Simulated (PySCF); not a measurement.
# Telling isomers of C6H7NOSi apart by NMR

PySCF calculation with GFN2-xTB geometry and GIAO PBE0/pcSseg-1 shieldings; rapidly exchanging positions averaged, no solvent model, non-relativistic Hamiltonian, single conformer.

Chemical shifts δ = σref − σ; 1H (σ = 31.72 ppm), 13C (σ = 186.93 ppm) vs TMS, all at this level. Where no couplings were computed, multiplicities follow the n + 1 count of equivalent neighbours, and m marks all less simple cases (inequivalent or close neighbours, rings, F or P nearby). Shifts are as computed. Against solution values, carbons near 30 ppm lie about +3 ppm off and those near 130 ppm about +5 ppm (rms about the fit 2.1 ppm; single classes can miss by 10 ppm). Of 1328 compounds with measured shifts, 309 miss one by over three times the rms of a fit or turn the order of signals round; such compounds aren't used in these exercises. Signals without a measured value on file couldn't be tested in this way; 1H shifts scatter by 0.2 ppm about their fit, and single ones miss by 0.5 ppm. OH and NH positions are gas-phase values without hydrogen bonding to other molecules.

(1) Tabulate the signals of `CN[SiH2]C#CC#CC=O`, `CC#C[C@@]([SiH3])(C#N)C=O` and their relative energies.

(2) What is the quickest way to tell CN[SiH2]C#CC#CC=O from CC#C[C@@]([SiH3])(C#N)C=O?

## Answers

(1) 
```json
{"SMILES": "CN[SiH2]C#CC#CC=O", "carbon types": "4×C 1×CH 1×CH3", "δC": "181.0, 105.3, 94.6, 89.7, 75.5, 31.7", "δH": "9.55 (s, 1H), 5.11 (s, 2H), 2.81 (s, 3H), -0.04 (br s, 1H)", "E rel. (kcal/mol)": "8.1"}
{"SMILES": "CC#C[C@@]([SiH3])(C#N)C=O", "carbon types": "4×C 1×CH 1×CH3", "δC": "201.3, 119.0, 93.8, 76.2, 31.9, 4.8", "δH": "9.92 (s, 1H), 4.20 (s, 3H), 2.19 (s, 3H)", "E rel. (kcal/mol)": "0.0"}
```

Energies are electronic energies at PBE0/pcSseg-1 on these geometries, without zero-point or thermal terms, each for the one conformer computed, which needn't be the lowest.

(2) Both give the same number of carbon signals, with the same numbers of each carbon type, so the positions decide. The first has a methyl carbon bonded to N (CH3) at 31.7 ppm, the second a fully substituted sp3 carbon bonded to Si, α to a carbonyl (C) at 31.9 ppm. Their most deshielded carbons lie at 181.0 and 201.3 ppm.
